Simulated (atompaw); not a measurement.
## How hard is this iodine PAW (atompaw) potential?

iodine, PAW, made with atompaw 4.2.0.5 (LDA (PW92), scalar-relativistic). Core [Ar] 3d10, reference 4s2 4p6 4d10 5s2 5p4 (charge +1). Waves: 4s (bound); 5s (bound); 4p (bound); 5p (bound); 4d (bound); 4d channel at -4 Ry. Local part: bessel scheme, radius 1.40 bohr. Core correction: smooth core density matched at 1.45 bohr. Augmentation charge: sinc compensation charge, radius 1.45 bohr; PAW radius 1.65 bohr; waves and projectors: bloechl.

The pseudo-atom Hamiltonian at the reference potential is diagonalised in spherical Bessel functions j_l(qr) that vanish at 20 bohr, with q² up to the cutoff. All-electron valence levels (Ry): 4s -13.9461, 5s -1.9493, 4p -10.0632, 5p -1.1419, 4d -4.4012.

Question: How do the lowest levels (Ry) of each channel move with the cutoff, and are there ghosts?

Answer:

```json
{"cutoff (Ry)": "8", "s #1": "-10.9177", "s #2": "-1.2922", "s #3": "-0.2786", "p #1": "-5.8701", "p #2": "-0.5578", "p #3": "-0.1463", "d #1": "-1.3492", "d #2": "-0.1636", "f #1": "-0.0532", "Σ f·Δε (mRy)": "65385.6"}
{"cutoff (Ry)": "12", "s #1": "-12.3209", "s #2": "-1.5740", "s #3": "-0.3240", "p #1": "-7.6064", "p #2": "-0.6985", "p #3": "-0.1678", "d #1": "-2.4290", "d #2": "-0.2046", "f #1": "-0.0533", "Σ f·Δε (mRy)": "40236.5"}
{"cutoff (Ry)": "18", "s #1": "-13.3241", "s #2": "-1.8145", "s #3": "-0.3621", "p #1": "-8.9233", "p #2": "-0.8484", "p #3": "-0.1897", "d #1": "-3.5465", "d #2": "-0.2416", "f #1": "-0.0533", "Σ f·Δε (mRy)": "18073.9"}
{"cutoff (Ry)": "25", "s #1": "-13.7068", "s #2": "-1.9074", "s #3": "-0.3767", "p #1": "-9.5842", "p #2": "-0.9709", "p #3": "-0.2073", "d #1": "-4.0379", "d #2": "-0.2587", "f #1": "-0.0534", "Σ f·Δε (mRy)": "7752.7"}
{"cutoff (Ry)": "35", "s #1": "-13.9044", "s #2": "-1.9458", "s #3": "-0.3827", "p #1": "-9.9280", "p #2": "-1.0788", "p #3": "-0.2227", "d #1": "-4.3252", "d #2": "-0.2694", "f #1": "-0.0534", "Σ f·Δε (mRy)": "1913.2"}
{"cutoff (Ry)": "40", "s #1": "-13.9305", "s #2": "-1.9486", "s #3": "-0.3831", "p #1": "-9.9809", "p #2": "-1.1018", "p #3": "-0.2260", "d #1": "-4.3705", "d #2": "-0.2711", "f #1": "-0.0534", "Σ f·Δε (mRy)": "993.6"}
{"cutoff (Ry)": "50", "s #1": "-13.9434", "s #2": "-1.9492", "s #3": "-0.3832", "p #1": "-10.0428", "p #2": "-1.1321", "p #3": "-0.2303", "d #1": "-4.3954", "d #2": "-0.2719", "f #1": "-0.0534", "Σ f·Δε (mRy)": "224.1"}
{"cutoff (Ry)": "60", "s #1": "-13.9455", "s #2": "-1.9492", "s #3": "-0.3832", "p #1": "-10.0573", "p #2": "-1.1394", "p #3": "-0.2313", "d #1": "-4.3998", "d #2": "-0.2720", "f #1": "-0.0534", "Σ f·Δε (mRy)": "60.2"}
{"cutoff (Ry)": "80", "s #1": "-13.9460", "s #2": "-1.9492", "s #3": "-0.3832", "p #1": "-10.0628", "p #2": "-1.1417", "p #3": "-0.2316", "d #1": "-4.4010", "d #2": "-0.2720", "f #1": "-0.0534", "Σ f·Δε (mRy)": "4.2"}
{"cutoff (Ry)": "100", "s #1": "-13.9461", "s #2": "-1.9493", "s #3": "-0.3832", "p #1": "-10.0631", "p #2": "-1.1419", "p #3": "-0.2316", "d #1": "-4.4012", "d #2": "-0.2723", "f #1": "-0.0534", "Σ f·Δε (mRy)": "0.2"}
{"cutoff (Ry)": "120", "s #1": "-13.9461", "s #2": "-1.9493", "s #3": "-0.3832", "p #1": "-10.0632", "p #2": "-1.1419", "p #3": "-0.2316", "d #1": "-4.4012", "d #2": "-0.2736", "f #1": "-0.0534", "Σ f·Δε (mRy)": "0.0"}
{"cutoff (Ry)": "400", "s #1": "-13.9461", "s #2": "-1.9493", "s #3": "-0.3832", "p #1": "-10.0632", "p #2": "-1.1419", "p #3": "-0.2316", "d #1": "-4.4012", "d #2": "-0.3699", "f #1": "-0.0534", "Σ f·Δε (mRy)": "0.0"}
```

Result: no extra level below or beside the all-electron valence levels (s, p, d, f tested); 10 mRy is reached at 80 Ry and 1 mRy at 100 Ry.
